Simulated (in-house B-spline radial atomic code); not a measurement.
Atomic self-consistent-field run: neutral nickel. Method: Dirac-Kohn-Sham AM05, spherical fractional occupations, Fermi nucleus of rms radius 3.7757 fm. Calculated with a B-spline radial code for spherical atoms.

Command:
```bash
python run_scf.py task.json out
```
Settings (nuclear radius in fm, mass in u):
```
Z                28
configuration    [Ar] 3d8 4s2
hamiltonian      dirac
method           am05
spin_polarised   False
nucleus          fermi
rms_radius       3.7757
atomic_mass      57.93534
speed_of_light   137.035999084
```

Output (hartree, bohr):
```
 radial grid: 78 intervals, B-splines of order 8, outer radius 50 bohr

 iter        energy (Eh)    residual
    1       -1516.963929    3.03e-01
    2       -1515.732584    2.99e-01
    3       -1517.536096    1.28e-01
    4       -1517.934192    8.95e-02
    5       -1485.840541    5.24e-01
    6       -1517.920210    7.15e-02
    7       -1518.153396    3.40e-02
    8       -1518.251013    2.90e-03
    9       -1518.251125    1.08e-03
   10       -1518.251174    1.45e-04
   11       -1518.251174    1.66e-06
   12       -1518.251174    3.61e-07
   13       -1518.251174    5.79e-09

 total energy                     -1518.25117
 kinetic                            1542.2744
 electron-nucleus                  -3650.1701
 Hartree                             650.5558
 exchange-correlation                -60.9113

 first-order corrections (not in the total)
   Gaunt                             0.6608
   retardation                      -0.0597
   frequency dependence             -0.0018
   self-energy                       0.4399
   Uehling                          -0.0388
   Wichmann-Kroll                    0.0003
   recoil                            0.0109

 orbital      occ     eigenvalue          <r>       <r^2>       <1/r>     <1/r^2>       <r^4>       r_max    small
 1s1/2      2.000      -301.1363    0.0541564  0.00394491     28.0559     1618.46 4.00168e-05     0.03544  1.02e-02
 2s1/2      2.000       -36.0016     0.245096   0.0709597     6.08837     157.864  0.00877338      0.2049  1.90e-03
 2p1/2      2.000       -31.4270     0.213296   0.0559515     6.04445     51.4064  0.00636622      0.1631  1.89e-03
 2p3/2      4.000       -30.7863     0.216522   0.0575233     5.91916     48.0686  0.00669381      0.1657  1.86e-03
 3s1/2      2.000        -4.0616     0.741067     0.63492     1.92258     24.0348    0.658126      0.6401  4.20e-04
 3p1/2      2.000        -2.6690      0.77241    0.705272     1.79277      7.3599    0.883042      0.6419  3.76e-04
 3p3/2      4.000        -2.5877      0.78262    0.724056     1.76284     6.88421    0.931675      0.6497  3.68e-04
 3d3/2      3.200        -0.3326      1.00537     1.37125     1.36726      2.6031     5.78287      0.6267  2.40e-04
 3d5/2      4.800        -0.3238      1.01319     1.39477     1.35813     2.56808     6.01513      0.6295  2.38e-04
 4s1/2      2.000        -0.2059      2.79979     9.17844    0.466495     1.57352     150.098       2.235  3.44e-05
```

Run time, properties included: 2.5 s on 1 thread of Arm Neoverse V2 (shared host).

For the Dirac Hamiltonian the kinetic term is c α·p + (β - 1)c².
